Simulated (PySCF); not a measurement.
C5H6F3O (doublet state).
Structure used (GFN2-xTB), in Å, numbered top down from 1:
```xyz
15
C5H6F3O angstrom
F      0.3092   -1.2616    1.5681
C      0.8349   -0.6124    0.5149
C      2.2922   -0.3658    0.5799
F      2.5708    0.9704    0.7277
F      2.9115   -0.7126   -0.5789
C     -0.0657   -0.0799   -0.5127
C     -1.1327    0.9605   -0.0537
C     -2.1474   -0.0586   -0.5685
O     -1.1072   -0.9811   -0.9052
H      2.7727   -0.9011    1.4118
H      0.5344    0.2488   -1.3698
H     -1.1503    1.1225    1.0200
H     -1.0897    1.9083   -0.5800
H     -2.7104    0.2447   -1.4548
H     -2.8266   -0.4741    0.1793
```

The hyperfine couplings belong to this conformer and change with its torsions.

The species is `F[C](C(F)F)[C@@H]1CCO1` [radical].

Computed with UKS B3LYP, pcH-1 on C F H O, non-relativistic, mean-field spin-orbit, GIAO (PySCF 2.14.0). One conformer (not necessarily the lowest) at the GFN2-xTB geometry, without solvent, vibrations or thermal averaging. The geometry wasn't refined by DFT: couplings that depend on bond lengths, twists or pyramidal angles can differ widely from those at the functional's own minimum. No stability test was run, so a lower SCF solution isn't excluded.

Task: What is the g tensor, term by term?

Result: 
```
                    Δg (ppm)     1     2     3
relativistic mass correction  -234  -234  -234
            gauge correction    26    88    59
   orbital Zeeman/spin–orbit  -150   946  2608
                       total  -358   801  2434
```

So g = 2.00196, 2.00312, 2.00475 and g_iso = 2.00328; the tensor is rhombic: the two nearest values differ by 42 % of g3 − g1. Axes: g2 points within 14° of the F1–C2 bond.

Task: What are the electron Larmor frequencies g μB B/h along the three axes at 1200 mT?

Result: 33.6239, 33.6434, 33.6708 GHz for g1, g2 and g3, a range of 46.9 MHz.

Task: How much does each term add to the isotropic shift?

Result: The orbital-Zeeman/spin–orbit term 1135, the mass correction -234 and the gauge correction 58 ppm, for a total of 959 ppm. The orbital-Zeeman/spin–orbit term is the largest in size. The mass correction is the same along every axis, so the anisotropy comes from the other two: their spans along these axes are 62 (gauge) and 2758 ppm (orbital Zeeman/spin–orbit).

Task: In a frozen sample, at which fields do the three g values resonate at 9.5, 34, 94 and 263 GHz (hyperfine left aside), and which band first spreads them over more than twice a line width of 0.5 mT?

Result: 
```tsv
band	GHz	B(g3) mT	B(g2) mT	B(g1) mT	spread mT
X	9.5	338.57	338.85	339.04	0.47
Q	34.0	1211.73	1212.72	1213.42	1.69
W	94.0	3350.08	3352.81	3354.75	4.67
J	263.0	9373.10	9380.74	9386.17	13.07
```

The spread grows in proportion to the frequency. Q band is the first where it exceeds 1.0 mT.

The Mulliken spin populations are largest on C2 (+0.85), F1 (+0.07) and C7 (+0.07). C2 is the only atom above +0.15. The angles at C2 add up to 359.6°, so it is planar.

The HOMO–LUMO gaps are 7.25 eV among the α and 4.70 eV among the β orbitals.
